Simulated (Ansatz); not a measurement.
Molecule: CuCl, net charge -1, doublet state. The spin state was set by rule; other spins were not relaxed. SMILES of the parent species: [Cl][Cu]
Coordinates optimised at B3LYP-D3(BJ)/def2-TZVP (Ansatz, an electronic-structure program):
```xyz
2

Cu     0.0000     0.0000    -0.8377
Cl     0.0000     0.0000     1.4290
```
Charge -1, spin multiplicity 2.

Parts of the frozen-core correlation energy in def2-QZVPP (Ansatz, hartree). Frozen orbitals: 14; correlated occupied orbitals by spin: 10 and 9; virtual: 146 and 147. UHF or UKS for open shells. No spin-orbit coupling. Non-relativistic.

| term | value |
|---|---|
| reference (HF) | -2098.57840 |
| MP2 opposite-spin | -0.49873 |
| MP2 same-spin | -0.24826 |
| CCSD correlation | -0.69456 |
| (T) | -0.03517 |
| T1 diagnostic | 0.035 |
| largest doubles amplitude | 0.030 |
| <S^2> of the reference | 0.754 |
